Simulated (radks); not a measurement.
The hafnium anion Hf- inside a hard spherical wall (all orbitals vanish at R), configuration held at [Xe] 4f14 5d3 6s2 and not refilled when levels cross. Calculated with a radial shooting solver on a logarithmic mesh with Libxc functionals: scalar-relativistic Kohn-Sham, LDA (Slater exchange, VWN5 correlation), spin-polarised, spherical densities, point nucleus; open shells are filled with parallel spins first (spin-orbit coupling, left out, can overturn this in heavy ions). Eigenvalues in eV for spin up, with the zero of energy where the potential of the charges vanishes at infinity; a dash marks a level that is unbound or too diffuse for the functional's potential to be trusted. A positive occupied level is held by the wall or, in an anion where self-interaction has pushed it up, behind a barrier. The pressure on the wall is -dE/dV.

R (bohr)  E (hartree)  kinetic (hartree)    e(5p)    e(4f)   e(6s)  e(6p, empty)  e(7s, empty)   e(5d)  pressure (GPa)
20        -15069.2606          16509.243  -30.320  -11.255  -0.968             -             -   1.785         0.00200
15        -15069.2585          16509.240  -29.916  -10.843  -0.682         2.132         2.677   2.122         0.00676
12        -15069.2550          16509.249  -29.543  -10.463  -0.435         2.533         3.841   2.433          0.0343
10        -15069.2473          16509.280  -29.037   -9.948  -0.096         3.079         5.498   2.860           0.155
6         -15069.0830          16509.913  -24.839   -5.601   3.297         8.170        19.863   6.530            9.28
3         -15065.5235          16521.800   -4.612   17.403  42.109        60.168        139.48  30.786            1380
2         -15048.0685          16579.733   41.760   65.317  172.20        210.63        435.52  92.411           26200
